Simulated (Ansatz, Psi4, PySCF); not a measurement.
sodium chloride (ClNa), singlet, geometry from GFN2-xTB (such geometries of metal compounds can be far from the true shape). Base run: BHANDHLYP/def2-SVPD (PySCF).

Geometry (Å):
```xyz
2

Na     0.0000     0.0000    -1.3633
Cl     0.0000     0.0000     0.8821
```
Charge 0, spin multiplicity 1.
All else is at PySCF's defaults.

The same geometry, method and basis name were run in Ansatz (a first-principles code) and Psi4 and PySCF, at each program's defaults and at the settings that a row names. The base is PySCF at its defaults. Differences at the defaults can come from grids, fitting, cores and function types together.

```json
[
 {"code and settings": "PySCF, defaults (exact integrals, its default grid, spherical functions)", "ΔE vs base (µEh)": "0.0", "basis functions": "45", "E (Eh)": "-622.36094", "SCF cycles": "8", "dipole (D)": "8.64"},
 {"code and settings": "Psi4, defaults (density fitting with its default set, its default grid, spherical functions)", "ΔE vs base (µEh)": "19.1", "basis functions": "45", "E (Eh)": "-622.36092", "SCF cycles": "7", "dipole (D)": "8.64"},
 {"code and settings": "Ansatz, defaults (factorised integrals, its default grid, spherical functions)", "ΔE vs base (µEh)": "3.8", "basis functions": "45", "E (Eh)": "-622.36093", "SCF cycles": "-", "dipole (D)": "-"},
 {"code and settings": "PySCF, density fitting with def2-universal-jkfit", "ΔE vs base (µEh)": "11.5", "basis functions": "45", "E (Eh)": "-622.36092", "SCF cycles": "8", "dipole (D)": "8.64"},
 {"code and settings": "PySCF, fine grid", "ΔE vs base (µEh)": "1.7", "basis functions": "45", "E (Eh)": "-622.36093", "SCF cycles": "8", "dipole (D)": "8.64"},
 {"code and settings": "Psi4, exact integrals, spherical functions, fine grid", "ΔE vs base (µEh)": "1.8", "basis functions": "45", "E (Eh)": "-622.36093", "SCF cycles": "8", "dipole (D)": "8.64"},
 {"code and settings": "Ansatz, high accuracy", "ΔE vs base (µEh)": "1.9", "basis functions": "45", "E (Eh)": "-622.36093", "SCF cycles": "-", "dipole (D)": "-"}
]
```
